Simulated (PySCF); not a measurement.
A calculated (LDA, PySCF 2.14, aug-cc-pV(5+d)Z, no relativity, point nucleus) atom or ion has these occupied shells.

```json
{"shell": "1s α", "electrons": "1", "orbital energy (eV)": "-2777.2", "rms radius, mean of both spins (bohr)": "0.106"}
{"shell": "1s β", "electrons": "1", "orbital energy (eV)": "-2776.7", "rms radius, mean of both spins (bohr)": "0.106"}
{"shell": "2s α", "electrons": "1", "orbital energy (eV)": "-294.97", "rms radius, mean of both spins (bohr)": "0.487"}
{"shell": "2s β", "electrons": "1", "orbital energy (eV)": "-294.41", "rms radius, mean of both spins (bohr)": "0.487"}
{"shell": "2p α", "electrons": "3", "orbital energy (eV)": "-236.79", "rms radius, mean of both spins (bohr)": "0.454"}
{"shell": "2p β", "electrons": "3", "orbital energy (eV)": "-236.11", "rms radius, mean of both spins (bohr)": "0.454"}
{"shell": "3s α", "electrons": "1", "orbital energy (eV)": "-59.665", "rms radius, mean of both spins (bohr)": "1.50"}
{"shell": "3s β", "electrons": "1", "orbital energy (eV)": "-56.984", "rms radius, mean of both spins (bohr)": "1.50"}
{"shell": "3p α", "electrons": "2", "orbital energy (eV)": "-46.154", "rms radius, mean of both spins (bohr)": "1.62"}
```

Question: Name the element and its charge.

Answer: Cl(3+) (chlorine, charge +3), in [Ne] 3s2 3p2, high-spin 3P determinant.
